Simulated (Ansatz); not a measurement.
```yaml
crystal:
  periodic: [false, false, false]
  atoms:
    - {symbol: B, position_ang: [-1.034387, 0.868068, 1.885836]}
    - {symbol: N, position_ang: [0.040417, 0.366017, 1.034200]}
    - {symbol: Si, position_ang: [0.197679, -1.296205, 0.854653]}
    - {symbol: C, position_ang: [-1.138989, -2.120576, -0.199065]}
    - {symbol: Si, position_ang: [1.064865, 1.536279, 0.111791]}
    - {symbol: Si, position_ang: [0.778091, 1.220902, -2.219046]}
    - {symbol: H, position_ang: [-1.265072, 2.056874, 1.904848]}
    - {symbol: H, position_ang: [-1.739343, 0.018924, 2.354711]}
    - {symbol: H, position_ang: [0.241693, -1.917860, 2.302476]}
    - {symbol: H, position_ang: [1.532014, -1.556893, 0.203456]}
    - {symbol: H, position_ang: [-2.024103, -1.900605, 0.302629]}
    - {symbol: H, position_ang: [-0.942249, -3.156478, -0.262951]}
    - {symbol: H, position_ang: [-1.109263, -1.667201, -1.149009]}
    - {symbol: H, position_ang: [2.454307, 1.297801, 0.510506]}
    - {symbol: H, position_ang: [0.711180, 2.874818, 0.469985]}
    - {symbol: H, position_ang: [-0.578786, 1.532470, -2.595378]}
    - {symbol: H, position_ang: [1.731620, 2.088727, -2.898570]}
    - {symbol: H, position_ang: [1.031138, -0.202398, -2.533139]}
basis:
  gaussian: {orbitals: def2-mTZVP, point_charges: [{charge: 1.00, position_ang: [5.608, -0.173, -0.154]}]}
hamiltonian: {xc: {name: PBE1PBE}, dispersion: d4, pseudopotentials: {relativity: scalar}}
output: {forces: true}
```

```sh
$ ansatz run in.yaml --threads 4 --pin off --events-out ev --progress --plain --max-ram 11315MiB
```

It prints (some lines left out):

```
Error: YAML parse error: error: line 24 column 19: hamiltonian.xc: no functional is named "PBE1PBE"; the names, which are not case-sensitive, are SVWN5, SPW92, PBE, PBE0, PBEsol, revPBE, revPBE0, RPBE, rPW86-PBE, HSE06, wPBEh, LC-wPBE, HISS, HF, BLYP, B3LYP, B3LYP5, BHLYP, CAM-B3LYP, r2SCAN, r2SCANh, r2SCAN0, r2SCAN50, m-r2SCAN, B97, wB97, wB97X, wB97X-V, B97M-V, wB97M-V, B2PLYP, B2GP-PLYP, PBE0-DH, PBE-QIDH
22 | basis:
23 |   gaussian: {orbitals: def2-mTZVP, point_charges: [{charge: 1.00, position_ang: [5.…
24 | hamiltonian: {xc: {name: PBE1PBE}, dispersion: d4, pseudopotentials: {relativity: s…
25 | output: {forces: true}
```

Question: Something in this input is off. What?

Answer: The method's name isn't one that the program takes here. The input was rejected before any iteration.

HSE06 is defined as in plane-wave codes.
